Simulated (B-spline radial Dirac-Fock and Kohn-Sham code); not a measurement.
The K (1s) hole of platinum ions: width and yield against charge

Calculated with a radial B-spline solver, using one-electron (LDA, Dirac) transition rates at Dirac-Fock energies. Tabulated ground configurations, configuration averages; single configurations, so decays that open only by mixing (as 1s 2s² with 1s 2p² in Be-like ions) are missing and such tiny yields are far too low.

```csv
ion,configuration,radiative (eV),non-radiative (eV),yield
Pt,[Xe] 4f14 5d9 6s1,46.3,1.65,0.966
Pt⁺,[Xe] 4f14 5d9,46.3,1.65,0.966
Pt²⁺,[Xe] 4f14 5d8,46.3,1.65,0.966
Pt³⁺,[Xe] 4f14 5d7,46.3,1.65,0.966
Pt⁴⁺,[Xe] 4f14 5d6,46.3,1.65,0.966
Pt⁵⁺,[Xe] 4f14 5d5,46.3,1.65,0.966
Pt⁶⁺,[Xe] 4f14 5d4,46.3,1.65,0.966
Pt⁷⁺,[Xe] 4f14 5d3,46.3,1.65,0.966
```
